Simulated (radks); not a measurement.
Q: The fluorine anion F-, [Ne], held by a Watson sphere: a shell of charge +1 at radius R that stands for the Madelung well of a crystal (potential energy -1/R inside, -1/r outside, in hartree with lengths in bohr). All-electron calculation, scalar-relativistic Kohn-Sham, LDA (Slater exchange, VWN5 correlation), spin-unpolarised, spherical densities, finite nucleus; Fermi nuclear charge, rms radius of each element as measured or else 0.836 A^(1/3) + 0.57 fm. Program: a radial shooting solver on a logarithmic mesh with Libxc functionals. Response by self-consistent Sternheimer equations with the Hartree and adiabatic LDA kernel, the relativistic mass of each level held fixed and spin-orbit coupling left out. The sphere does not respond.

R (bohr)  e(1s) (eV)  e(2s) (eV)  e(2p) (eV)  <r> 2p (bohr)  sum of <r^2> (bohr^2)  X-ray form factor at sin(theta)/lambda = 0.1 1/angstrom  alpha (bohr^3)
1.75         -654.65     -28.162     -10.037          1.198                  14.41                                                    9.041           6.764
2.44         -653.53     -25.991      -8.073          1.250                  15.82                                                    8.968           9.741
2.53         -653.37     -25.759      -7.852          1.255                  15.97                                                    8.960           10.15
3.19         -652.24     -24.328      -6.457          1.283                  16.87                                                    8.921           13.24

Estimate the row for R = 1.99 bohr.

A: e(1s) (eV) -654.31; e(2s) (eV) -27.321; e(2p) (eV) -9.301; <r> 2p (bohr) 1.219; sum of <r^2> (bohr^2) 14.96; X-ray form factor at sin(theta)/lambda = 0.1 1/angstrom 9.011; alpha (bohr^3) 7.749.
